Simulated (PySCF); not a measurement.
SiFI3, SMILES I[Si](F)(I)I.

Geometry optimised at B3LYP-D3(BJ)/def2-SVP. The def2 effective core potentials stand for the cores of I; spin–orbit coupling is left out.

The numbers are results of HF/def2-TZVP (PySCF), not measurements.

Symmetry labels are those of the subgroup Cs that the program uses (full group C3v).

Computed valence orbital energies around the gap with their symmetry:
```
orbital  symmetry  energy (eV)
-------  --------  -----------
HOMO−7         A'       -12.93
HOMO−6         A"       -12.93
HOMO−5         A'       -11.45
HOMO−4         A'       -11.11
HOMO−3         A"       -11.11
HOMO−2         A'       -10.58
HOMO−1         A"       -10.58
HOMO           A"       -10.29
LUMO           A'         0.79
LUMO+1         A'         2.91
LUMO+2         A"         2.91
LUMO+3         A'         2.93
```
